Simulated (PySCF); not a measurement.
Unknown compound

An unknown has the formula C6H11FOSi. Its calculated NMR data are:

1H NMR (600 MHz, computed): δ 12.33 (m, 1H), 2.04 (m, 2H), 1.67 (m, 1H), 1.46 (m, 2H), 1.41 (m, 2H), 0.97 (t, 3H).

13C{1H} NMR (computed): δ 248.0 (CH), 38.2 (CH2), 33.3 (CH2), 30.0 (CH), 14.5 (CH3).

Computational details: geometry from GFN2-xTB, PBE0/pcSseg-1 with gauge-including orbitals, in PySCF 2.14.0 with density-fitted response routines (rapidly exchanging positions averaged, single conformer, relativity neglected, no solvent model).

Referencing at the same level of theory: TMS for 1H (31.72 ppm) and 13C (186.93 ppm).

**Question.** Which candidate is it?
A. C=CC(=O)[Si@H](F)C(C)C
B. C/C=C1\[SiH2][C@@H](OC)[C@H]1F
C. C[C@@H]1C[C@]12COC[Si@@H]2F
D. CC[C@H]1C[Si@](F)(C=O)C1
E. F[C@@H]1COC[C@]12C[C@H]2[SiH3]
F. CO[SiH2]/C=C/C=C(\C)F

**Answer.** D. 

- Rings plus π bonds: 2 (1 ring in the answer).
- 5 carbon signals for 6 carbons: some carbons are equivalent by symmetry or fast rotation.
- Carbon types of the structure: 2 × CH, 3 × CH2, 1 × CH3, which accounts for all hydrogens.
- δC 248.0: carbonyl carbon.
- δC 38.2: sp3 CH2; a saturated carbon with 2 carbon neighbours and no heteroatom attached.
- δH 12.33: hydrogen on a carbonyl carbon.
- δH 1.41: hydrogen on an sp3 CH2; far from electronegative atoms and π systems.
- δH 0.97: hydrogen on a methyl carbon; far from electronegative atoms and π systems.

The others: C[C@@H]1C[C@]12COC[Si@@H]2F would give 6 carbon signals, not 5; C=CC(=O)[Si@H](F)C(C)C would give 6 carbon signals, not 5; CO[SiH2]/C=C/C=C(\C)F would give 6 carbon signals, not 5; F[C@@H]1COC[C@]12C[C@H]2[SiH3] would give 6 carbon signals, not 5; C/C=C1\[SiH2][C@@H](OC)[C@H]1F would give 6 carbon signals, not 5.

Splittings by 19F in the carbon and heteronuclear signals aren't shown, as no couplings were computed. Shifts are as computed. Against solution values, carbons near 30 ppm lie about +3 ppm off and those near 130 ppm about +5 ppm. Of 1309 compounds with measured shifts, 239 miss one by over three times the rms of a fit or turn the order of signals round; such compounds aren't used in these exercises. No couplings were computed; multiplicities are counted from neighbouring protons, with m where these are inequivalent, close in shift, in a saturated or five-membered ring or joined by F or P, and br s for small geminal =CH2 splittings.
